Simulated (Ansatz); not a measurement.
Ansatz (a first-principles code) input (B3LYP/6-31G* with LANL2DZ past Ar): The .json file joins the Basis Set Exchange's 6-31G* for atoms up to Ar and LANL2DZ past it.

Ansatz 0.2 input:
```yaml
crystal:
  periodic: [false, false, false]
  atoms:
    - {symbol: C, position_ang: [2.15572700, -0.44303300, -1.27070000]}
    - {symbol: Se, position_ang: [1.54302400, 0.87048800, 0.04897800]}
    - {symbol: C, position_ang: [-0.39046200, 0.67783800, -0.27006800]}
    - {symbol: C, position_ang: [-1.12693600, 1.84770100, 0.35602100]}
    - {symbol: Se, position_ang: [-0.98205800, -1.07277000, 0.43716800]}
    - {symbol: C, position_ang: [-2.70128100, -1.17279800, -0.51252200]}
    - {symbol: H, position_ang: [1.91516800, -0.10327900, -2.27549300]}
    - {symbol: H, position_ang: [1.68963400, -1.40342700, -1.06673300]}
    - {symbol: H, position_ang: [3.23483700, -0.52004000, -1.15723100]}
    - {symbol: H, position_ang: [-0.53693300, 0.64979300, -1.34883600]}
    - {symbol: H, position_ang: [-2.20349100, 1.74496200, 0.21071000]}
    - {symbol: H, position_ang: [-0.93912500, 1.89808900, 1.42902700]}
    - {symbol: H, position_ang: [-0.80974500, 2.78903100, -0.09904100]}
    - {symbol: H, position_ang: [-3.37582900, -0.38926900, -0.17585500]}
    - {symbol: H, position_ang: [-3.13049800, -2.14430700, -0.27572900]}
    - {symbol: H, position_ang: [-2.53913400, -1.10220300, -1.58617900]}
basis:
  gaussian:
    orbitals: 6-31Gs+LANL2DZ.json
hamiltonian:
  xc: {name: B3LYP}
relax: {f_tol: 0.003, max_steps: 120}
```

Output:

```
Functional definition: B3LYP
integrals: 0.06 GiB planned
1268 factors; integrals over basis functions are off by at most 4.1e-4 eV
mean field: 0.41 GiB planned
mean field evaluation 1: about -4804.0016 eV, gradient 6.3e1 eV
mean field evaluation 2: about -4797.5087 eV, gradient 7.7e1 eV
mean field evaluation 4: about -4813.1085 eV, gradient 4.0e0 eV
mean field evaluation 8: about -4813.1925 eV, gradient 4.5e-2 eV
mean field evaluation 16: about -4813.1925 eV, gradient 7.6e-6 eV
mean field -4813.19245978 eV, -176.8815603979 hartree, gradient 7.6e-6 eV, S^2 0.000000; 0 other end points of the search recorded, 0 dependent functions left out
the calculation of the forces begins
reference -4813.19271177 eV, -176.8815696584 hartree; 23, 23 occupied and 73, 73 virtual orbitals, 1268 factors
relax step   1: F+E_penalty+E_count = -4813.19245978 eV  Δ(F+E_penalty+E_count) = +0.000e0 eV  max|allowed force component| = 5.372e-1 eV/Å  Δτ_max = 0.0000 Å  (26 SCF iters, accepted)
these checks for a lower state are left out or cut short: starts, cluster_reference, orbital_swaps, neighbouring_geometries, increment
integrals: 0.06 GiB planned
1268 factors; integrals over basis functions are off by at most 4.2e-4 eV
mean field: 0.41 GiB planned
mean field -4813.24026119 eV, -176.8833170672 hartree, gradient 1.0e-5 eV, S^2 0.000000; 0 other end points of the search recorded, 0 dependent functions left out
the calculation of the forces begins
reference -4813.24051492 eV, -176.8833263916 hartree; 23, 23 occupied and 73, 73 virtual orbitals, 1268 factors
relax step   2: F+E_penalty+E_count = -4813.24026119 eV  Δ(F+E_penalty+E_count) = -4.780e-2 eV  max|allowed force component| = 2.293e-1 eV/Å  Δτ_max = 0.0689 Å  (30 SCF iters, accepted)
these checks for a lower state are left out or cut short: starts, cluster_reference, orbital_swaps, neighbouring_geometries, increment
integrals: 0.06 GiB planned
1268 factors; integrals over basis functions are off by at most 4.2e-4 eV
mean field: 0.41 GiB planned
mean field -4813.24681505 eV, -176.8835579171 hartree, gradient 7.7e-6 eV, S^2 0.000000; 0 other end points of the search recorded, 0 dependent functions left out
the calculation of the forces begins
reference -4813.24706883 eV, -176.8835672436 hartree; 23, 23 occupied and 73, 73 virtual orbitals, 1268 factors
relax step   3: F+E_penalty+E_count = -4813.24681505 eV  Δ(F+E_penalty+E_count) = -6.554e-3 eV  max|allowed force component| = 9.570e-2 eV/Å  Δτ_max = 0.0241 Å  (31 SCF iters, accepted)
these checks for a lower state are left out or cut short: starts, cluster_reference, orbital_swaps, neighbouring_geometries, increment
integrals: 0.06 GiB planned
1268 factors; integrals over basis functions are off by at most 4.2e-4 eV
mean field: 0.41 GiB planned
mean field evaluation 32: about -4813.2474 eV, gradient 6.2e-1 eV
mean field -4813.24836504 eV, -176.8836148783 hartree, gradient 9.3e-6 eV, S^2 0.000000; 0 other end points of the search recorded, 0 dependent functions left out
the calculation of the forces begins
reference -4813.24861892 eV, -176.8836242082 hartree; 23, 23 occupied and 73, 73 virtual orbitals, 1268 factors
relax step   4: F+E_penalty+E_count = -4813.24836504 eV  Δ(F+E_penalty+E_count) = -1.550e-3 eV  max|allowed force component| = 3.466e-2 eV/Å  Δτ_max = 0.0131 Å  (24 SCF iters, accepted)
these checks for a lower state are left out or cut short: starts, cluster_reference, orbital_swaps, neighbouring_geometries, increment
integrals: 0.06 GiB planned
1268 factors; integrals over basis functions are off by at most 4.2e-4 eV
mean field: 0.41 GiB planned
mean field -4813.24854666 eV, -176.8836215528 hartree, gradient 1.5e-5 eV, S^2 0.000000; 0 other end points of the search recorded, 0 dependent functions left out
the calculation of the forces begins
reference -4813.24880050 eV, -176.8836308813 hartree; 23, 23 occupied and 73, 73 virtual orbitals, 1268 factors
relax step   5: F+E_penalty+E_count = -4813.24854666 eV  Δ(F+E_penalty+E_count) = -1.816e-4 eV  max|allowed force component| = 1.367e-2 eV/Å  Δτ_max = 0.0083 Å  (23 SCF iters, accepted)
these checks for a lower state are left out or cut short: starts, cluster_reference, orbital_swaps, neighbouring_geometries, increment
integrals: 0.06 GiB planned
1268 factors; integrals over basis functions are off by at most 4.2e-4 eV
mean field: 0.41 GiB planned
mean field -4813.24862025 eV, -176.8836242570 hartree, gradient 7.5e-6 eV, S^2 0.000000; 0 other end points of the search recorded, 0 dependent functions left out
the calculation of the forces begins
reference -4813.24887411 eV, -176.8836335863 hartree; 23, 23 occupied and 73, 73 virtual orbitals, 1268 factors
relax step   6: F+E_penalty+E_count = -4813.24862025 eV  Δ(F+E_penalty+E_count) = -7.359e-5 eV  max|allowed force component| = 1.290e-2 eV/Å  Δτ_max = 0.0165 Å  (31 SCF iters, accepted)
these checks for a lower state are left out or cut short: starts, cluster_reference, orbital_swaps, neighbouring_geometries, increment
integrals: 0.06 GiB planned
1268 factors; integrals over basis functions are off by at most 4.2e-4 eV
mean field: 0.41 GiB planned
mean field -4813.24870574 eV, -176.8836273988 hartree, gradient 2.3e-5 eV, S^2 0.000000; 0 other end points of the search recorded, 0 dependent functions left out
the calculation of the forces begins
reference -4813.24895950 eV, -176.8836367243 hartree; 23, 23 occupied and 73, 73 virtual orbitals, 1268 factors
relax step   7: F+E_penalty+E_count = -4813.24870574 eV  Δ(F+E_penalty+E_count) = -8.549e-5 eV  max|allowed force component| = 4.535e-3 eV/Å  Δτ_max = 0.0074 Å  (23 SCF iters, accepted)
these checks for a lower state are left out or cut short: starts, cluster_reference, orbital_swaps, neighbouring_geometries, increment
integrals: 0.06 GiB planned
1268 factors; integrals over basis functions are off by at most 4.2e-4 eV
mean field: 0.41 GiB planned
mean field -4813.24873193 eV, -176.8836283612 hartree, gradient 1.3e-5 eV, S^2 0.000000; 0 other end points of the search recorded, 0 dependent functions left out
the calculation of the forces begins
reference -4813.24898573 eV, -176.8836376882 hartree; 23, 23 occupied and 73, 73 virtual orbitals, 1268 factors
relax step   8: F+E_penalty+E_count = -4813.24873193 eV  Δ(F+E_penalty+E_count) = -2.619e-5 eV  max|allowed force component| = 6.058e-3 eV/Å  Δτ_max = 0.0077 Å  (22 SCF iters, accepted)
these checks for a lower state are left out or cut short: starts, cluster_reference, orbital_swaps, neighbouring_geometries, increment
integrals: 0.06 GiB planned
1268 factors; integrals over basis functions are off by at most 4.2e-4 eV
mean field: 0.41 GiB planned
mean field evaluation 64: about -4813.2487 eV, gradient 3.5e-4 eV
mean field -4813.24874765 eV, -176.8836289390 hartree, gradient 7.6e-6 eV, S^2 0.000000; 0 other end points of the search recorded, 0 dependent functions left out
the calculation of the forces begins
reference -4813.24900144 eV, -176.8836382656 hartree; 23, 23 occupied and 73, 73 virtual orbitals, 1268 factors
relax step   9: F+E_penalty+E_count = -4813.24874765 eV  Δ(F+E_penalty+E_count) = -1.572e-5 eV  max|allowed force component| = 4.195e-3 eV/Å  Δτ_max = 0.0104 Å  (24 SCF iters, accepted)
these checks for a lower state are left out or cut short: starts, cluster_reference, orbital_swaps, neighbouring_geometries, increment
integrals: 0.06 GiB planned
1268 factors; integrals over basis functions are off by at most 4.2e-4 eV
mean field: 0.41 GiB planned
mean field -4813.24874872 eV, -176.8836289782 hartree, gradient 2.1e-5 eV, S^2 0.000000; 0 other end points of the search recorded, 0 dependent functions left out
the calculation of the forces begins
reference -4813.24900249 eV, -176.8836383040 hartree; 23, 23 occupied and 73, 73 virtual orbitals, 1268 factors
relax step  10: F+E_penalty+E_count = -4813.24874872 eV  Δ(F+E_penalty+E_count) = -1.067e-6 eV  max|allowed force component| = 4.849e-3 eV/Å  Δτ_max = 0.0063 Å  (22 SCF iters, accepted)
these checks for a lower state are left out or cut short: starts, cluster_reference, orbital_swaps, neighbouring_geometries, increment
integrals: 0.06 GiB planned
1268 factors; integrals over basis functions are off by at most 4.2e-4 eV
mean field: 0.41 GiB planned
mean field -4813.24875341 eV, -176.8836291507 hartree, gradient 2.9e-5 eV, S^2 0.000000; 0 other end points of the search recorded, 0 dependent functions left out
the calculation of the forces begins
reference -4813.24900718 eV, -176.8836384764 hartree; 23, 23 occupied and 73, 73 virtual orbitals, 1268 factors
relax step  11: F+E_penalty+E_count = -4813.24875341 eV  Δ(F+E_penalty+E_count) = -4.695e-6 eV  max|allowed force component| = 2.492e-3 eV/Å  Δτ_max = 0.0012 Å  (19 SCF iters, accepted)
integrals: 0.06 GiB planned
1268 factors; integrals over basis functions are off by at most 4.2e-4 eV
mean field: 0.41 GiB planned
mean field -4813.24875341 eV, -176.8836291507 hartree, gradient 2.9e-5 eV, S^2 0.000000; 1 other end points of the search recorded, 0 dependent functions left out
the calculation of the forces begins
reference -4813.24900718 eV, -176.8836384764 hartree; 23, 23 occupied and 73, 73 virtual orbitals, 1268 factors
Total energy: -4813.24900718 eV, -176.8836384764 hartree
Atom 0 at     2.189144    -0.448225    -1.296633 Å, force     0.000365     0.000524     0.000135 eV/Å
Atom 1 at     1.580995     0.897747     0.049763 Å, force    -0.000093    -0.001383     0.000380 eV/Å
Atom 2 at    -0.396294     0.695389    -0.248124 Å, force    -0.000814     0.000452    -0.001918 eV/Å
Atom 3 at    -1.124958     1.877122     0.376994 Å, force    -0.000482     0.001255     0.000433 eV/Å
Atom 4 at    -1.010975    -1.083701     0.491789 Å, force     0.000387    -0.002492     0.000921 eV/Å
Atom 5 at    -2.734484    -1.206435    -0.526671 Å, force     0.000905     0.001037    -0.000203 eV/Å
Atom 6 at     1.966899    -0.096584    -2.305595 Å, force    -0.000436    -0.000363     0.000239 eV/Å
Atom 7 at     1.695272    -1.400180    -1.097467 Å, force     0.000113     0.000028    -0.000181 eV/Å
Atom 8 at     3.268426    -0.551720    -1.168740 Å, force    -0.000135    -0.000076     0.000068 eV/Å
Atom 9 at    -0.555769     0.656134    -1.328322 Å, force    -0.000387     0.000394     0.000141 eV/Å
Atom 10 at    -2.207251     1.777658     0.237000 Å, force     0.000827    -0.000040    -0.000036 eV/Å
Atom 11 at    -0.931978     1.939193     1.452458 Å, force    -0.000340    -0.000318    -0.000131 eV/Å
Atom 12 at    -0.806032     2.816056    -0.091606 Å, force    -0.000370     0.000724    -0.000241 eV/Å
Atom 13 at    -3.412173    -0.402983    -0.233493 Å, force    -0.000065    -0.000647    -0.000135 eV/Å
Atom 14 at    -3.179054    -2.169757    -0.267487 Å, force     0.000379     0.000556     0.000611 eV/Å
Atom 15 at    -2.538868    -1.172937    -1.600351 Å, force     0.000148     0.000349    -0.000083 eV/Å
Dipole moment:    -0.265036     0.019065    -0.409740 e Å
```

The geometry given is a B3LYP-D3(BJ)/def2-TZVP minimum.
